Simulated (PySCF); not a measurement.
Isomers C7H11N3:

A. `n1cn(CC=C)c(CC)n1`
B. `C=Cc1nn[nH]c1C(C)C`
C. SMILES C=Cn1ncnc1C(C)C

Spectrum 1. ¹H NMR (400 MHz, computed): δ 7.80 (s, 1H), 7.21 (m, 1H), 6.59 (m, 1H), 5.27 (m, 1H), 2.92 (sept, 1H), 1.40 (d, 6H). ¹³C{¹H} NMR (computed): δ 164.9 (C), 155.0 (CH), 132.3 (CH), 109.8 (CH2), 29.2 (CH), 23.7 (CH3).

Spectrum 2. ¹H NMR (400 MHz, computed): δ 7.69 (s, 1H), 6.04 (m, 1H), 5.67 (m, 1H), 5.51 (m, 1H), 4.58 (d, 2H), 2.92 (q, 2H), 1.25 (t, 3H). ¹³C{¹H} NMR (computed): δ 158.7 (C), 145.9 (CH), 145.0 (CH), 124.6 (CH2), 50.8 (CH2), 22.5 (CH2), 16.7 (CH3).

Spectrum 3. ¹H NMR (400 MHz, computed): δ 10.74 (br s, 1H), 7.15 (m, 1H), 6.71 (m, 1H), 5.70 (m, 1H), 3.07 (sept, 1H), 1.31 (d, 6H). ¹³C{¹H} NMR (computed): δ 145.6 (C), 143.7 (C), 129.6 (CH), 122.1 (CH2), 27.0 (CH), 25.9 (CH3).

[PySCF 2.14: GIAO PBE0/pcSseg-1 shieldings; coordinates at the GFN2-xTB level; gas phase; one conformer; non-relativistic; rapidly exchanging positions averaged]

References, each an isolated molecule treated in the same way: ¹H (σ = 31.72 ppm), ¹³C (σ = 186.93 ppm) against TMS. Where no couplings were computed, multiplicities follow the n + 1 count of equivalent neighbours, and m marks all less simple cases (inequivalent or close neighbours, rings, F or P nearby). Shifts are as computed. Against solution values, carbons near 30 ppm lie about +3 ppm off and those near 130 ppm about +5 ppm. Of 1211 compounds with measured shifts, 218 miss one by over three times the rms of a fit or turn the order of signals round; such compounds aren't used in these exercises. OH and NH positions are gas-phase values without hydrogen bonding to other molecules.

Q: Which spectrum belongs to which compound?

A: 1–C, 2–A, 3–B.

- Spectrum 1 (C): 6 ¹³C signals; δC 132.3 is an alkene CH; δC 109.8 is a terminal =CH2 carbon.
- Spectrum 2 (A): 7 ¹³C signals; δC 145.0 is an alkene CH; δC 124.6 is a terminal =CH2 carbon.
- Spectrum 3 (B): 6 ¹³C signals; δC 129.6 is an alkene CH; δC 122.1 is a terminal =CH2 carbon.
